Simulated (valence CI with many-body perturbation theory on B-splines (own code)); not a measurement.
# E1 transitions of Ce

Level of theory: configuration interaction combined with many-body perturbation theory (CI+MBPT): four valence electrons over a frozen Dirac-Fock core [Xe], a basis of 7 s, 7 p, 7 d, 7 f, 4 g, 2 h functions for each j, with the one-electron correlation potential Σ1, the two-electron term Σ2, the three-electron term Σ3, Breit, model QED; selected CI, second order for the rest (own B-spline code, finite nucleus).

Against 70 measured levels this calculation errs by 208 cm⁻¹ on average and by 603 at most. These come from a selection out of the NIST Handbook of Basic Atomic Spectroscopic Data. Levels without a partner in it may be off by more, other configurations by several thousand cm⁻¹. Among the levels kept, up to 710 cm⁻¹ of a level comes from second order outside the variational space, and about a tenth of that is noise between levels of different J, which matters for small intervals.

Lines 301 to 350 of 517 in falling wavelength, among levels below 15243 cm⁻¹, chosen from the strongest by gf and those to the six lowest levels. Wavelengths and rates use the calculated energies, so an error of 200 cm⁻¹ moves a line at 981.6 nm by 2 % and its rate by three times that or more. Electric multipoles are in the length gauge, E1 and E2 with the static RPA response of the core. Weak lines are less certain than strong ones. Lines between different terms over intervals too small for the method are left out, as are lines whose strength nearly cancels and 9 of this kind that miss the measured wavelength by over 7 %. Where a level lies close to another of its J and parity, the split of strength between their lines is uncertain. The highest levels of a list are the least certain.

Names give the largest LS component (configuration and term), which can be under half, so a name can repeat, a term be missing and a line seem to break the LS rules; names also repeat where a configuration has a term twice. Letters in brackets count levels of one name in rising energy.

| λ vac (nm) | Upper | Lower | A (s⁻¹) | S (a.u.) |
| --- | --- | --- | --- | --- |
| 981.6 | 4f.5d.6s.6p 3F_3 [a] | 4f.5d2.6s 3G°_3 [a] | 4.86e+04 | 1.59e-01 |
| 977.4 | 4f2.5d.6s 3H_6 | 4f.5d2.6s 5I°_5 | 3.01e+04 | 1.80e-01 |
| 977.2 | 4f.5d.6s.6p 5D_1 | 4f.5d2.6s 3S°_1 [a] | 7.94e+05 | 1.10e+00 |
| 975.8 | 4f.5d.6s.6p 3F_4 [a] | 4f.5d2.6s 3G°_3 [a] | 2.11e+05 | 8.69e-01 |
| 974.9 | 4f2.5d.6s 5I_7 | 4f.5d2.6s 5H°_6 [a] | 3.62e+05 | 2.48e+00 |
| 971.3 | 4f.5d.6s.6p 3H_5 | 4f.5d2.6s 3G°_5 [a] | 1.08e+05 | 5.39e-01 |
| 971.1 | 4f.5d.6s.6p 5G_2 | 4f.5d2.6s 5H°_3 | 2.62e+05 | 5.91e-01 |
| 969.7 | 4f.5d.6s.6p 5I_5 [a] | 4f.5d.6s2 3G°_5 | 8.63e+04 | 4.27e-01 |
| 968.0 | 4f2.6s2 1G_4 | 4f.5d.6s2 3G°_3 | 6.60e+04 | 2.66e-01 |
| 963.2 | 4f2.5d.6s 5I_4 | 4f.5d.6s2 3G°_3 | 2.73e+05 | 1.08e+00 |
| 962.0 | 4f2.5d.6s 5K_6 | 4f.5d.6s2 3H°_5 | 5.19e+04 | 2.97e-01 |
| 959.0 | 4f2.5d.6s 3K_6 | 4f.5d2.6s 5H°_5 | 1.71e+04 | 9.68e-02 |
| 954.6 | 4f2.6s2 1G_4 | 4f.5d.6s2 3H°_4 | 4.64e+02 | 1.79e-03 |
| 954.3 | 4f2.5d.6s 5G_5 | 4f.5d2.6s 5H°_6 [a] | 1.00e+05 | 4.72e-01 |
| 953.8 | 4f2.5d.6s 5I_6 | 4f.5d2.6s 3G°_5 [a] | 2.17e+05 | 1.21e+00 |
| 952.0 | 4f.5d.6s.6p 3H_6 | 4f.5d2.6s 5H°_6 [b] | 4.11e+04 | 2.28e-01 |
| 950.0 | 4f2.5d.6s 5I_4 | 4f.5d.6s2 3H°_4 | 1.25e+05 | 4.77e-01 |
| 942.3 | 4f2.5d.6s 3I_5 [b] | 4f.5d2.6s 5H°_5 | 5.29e+04 | 2.40e-01 |
| 940.7 | 4f.5d.6s.6p 3G_3 | 4f.5d2.6s 3G°_4 [a] | 1.66e+05 | 4.77e-01 |
| 939.5 | 4f.5d.6s.6p 5H_3 | 4f.5d2.6s 5I°_4 | 8.56e+05 | 2.45e+00 |
| 939.2 | 4f2.5d.6s 5G_5 | 4f.5d2.6s 3G°_4 [a] | 3.26e+04 | 1.47e-01 |
| 938.9 | 4f.5d.6s.6p 5I_5 [b] | 4f.5d2.6s 5H°_6 [b] | 4.37e+05 | 1.96e+00 |
| 938.3 | 4f.5d.6s.6p 3F_4 [b] | 4f.5d2.6s 3G°_4 [a] | 5.84e+04 | 2.14e-01 |
| 938.0 | 4f.5d.6s.6p 3F_4 [a] | 4f.5d2.6s 5I°_5 | 3.08e+05 | 1.13e+00 |
| 937.0 | 4f2.5d.6s 5G_5 | 4f.5d2.6s 5H°_5 | 1.22e+05 | 5.46e-01 |
| 936.8 | 4f.5d.6s.6p 3H_4 | 4f.5d2.6s 5H°_3 | 6.27e+04 | 2.29e-01 |
| 936.0 | 4f.5d.6s.6p 3F_4 [b] | 4f.5d2.6s 5H°_5 | 1.22e+05 | 4.45e-01 |
| 934.7 | 4f.5d.6s.6p 3G_3 | 4f.5d2.6s 3G°_3 [a] | 6.84e+05 | 1.93e+00 |
| 932.2 | 4f2.5d.6s 5K_5 | 4f.5d.6s2 3H°_4 | 5.69e+04 | 2.50e-01 |
| 930.3 | 4f.5d.6s.6p 3H_4 | 4f.5d2.6s 5H°_4 | 7.60e+04 | 2.72e-01 |
| 929.5 | 4f2.5d.6s 3I_5 [a] | 4f.5d2.6s 5I°_4 | 5.86e+04 | 2.56e-01 |
| 929.2 | 4f2.5d.6s 3I_5 [a] | 4f.5d2.6s 3G°_5 [a] | 1.65e+05 | 7.20e-01 |
| 928.2 | 4f.5d.6s.6p 5I_5 [a] | 4f.5d2.6s 5H°_6 [a] | 4.78e+05 | 2.08e+00 |
| 927.3 | 4f2.5d.6s 5I_5 [b] | 4f.5d2.6s 5H°_4 | 3.14e+04 | 1.36e-01 |
| 926.9 | 4f2.5d.6s 3H_4 | 4f.5d2.6s 5H°_3 | 6.79e+04 | 2.40e-01 |
| 924.7 | 4f2.5d.6s 3H_6 | 4f.5d2.6s 3G°_5 [a] | 1.93e+05 | 9.77e-01 |
| 924.1 | 4f2.5d.6s 5G_3 | 4f.5d2.6s 5H°_4 | 7.06e+05 | 1.92e+00 |
| 923.9 | 4f.5d.6s.6p 5D_0 | 4f.5d.6s2 3D°_1 | 6.89e+05 | 2.68e-01 |
| 923.8 | 4f2.5d.6s 5G_4 | 4f.5d2.6s 3G°_5 [a] | 4.33e+05 | 1.52e+00 |
| 922.7 | 4f.5d.6s.6p 5H_4 | 4f.5d2.6s 3G°_4 [a] | 7.29e+05 | 2.54e+00 |
| 920.6 | 4f2.5d.6s 3H_4 | 4f.5d2.6s 5H°_4 | 2.82e+05 | 9.78e-01 |
| 919.2 | 4f.5d.6s.6p 5G_2 | 4f.5d.6s2 3F°_3 | 5.17e+04 | 9.90e-02 |
| 918.9 | 4f2.5d.6s 3K_6 | 4f.5d2.6s 5I°_5 | 8.18e+04 | 4.07e-01 |
| 917.1 | 4f.5d.6s.6p 3F_2 | 4f.5d.6s2 3D°_1 | 3.27e+05 | 6.22e-01 |
| 917.0 | 4f.5d.6s.6p 5H_4 | 4f.5d2.6s 3G°_3 [a] | 2.84e+04 | 9.73e-02 |
| 916.9 | 4f2.5d.6s 5H_3 | 4f.5d2.6s 5I°_4 | 1.37e+06 | 3.65e+00 |
| 913.9 | 4f.5d.6s.6p 5I_5 [a] | 4f.5d2.6s 3G°_4 [a] | 2.40e+05 | 9.94e-01 |
| 913.5 | 4f2.5d.6s 5H_4 | 4f.5d2.6s 5I°_5 | 1.55e+06 | 5.24e+00 |
| 913.3 | 4f.5d.6s.6p 5I_5 [a] | 4f.5d.6s2 3H°_6 | 2.36e+04 | 9.74e-02 |
| 911.7 | 4f.5d.6s.6p 5I_5 [a] | 4f.5d2.6s 5H°_5 | 1.46e+05 | 6.02e-01 |
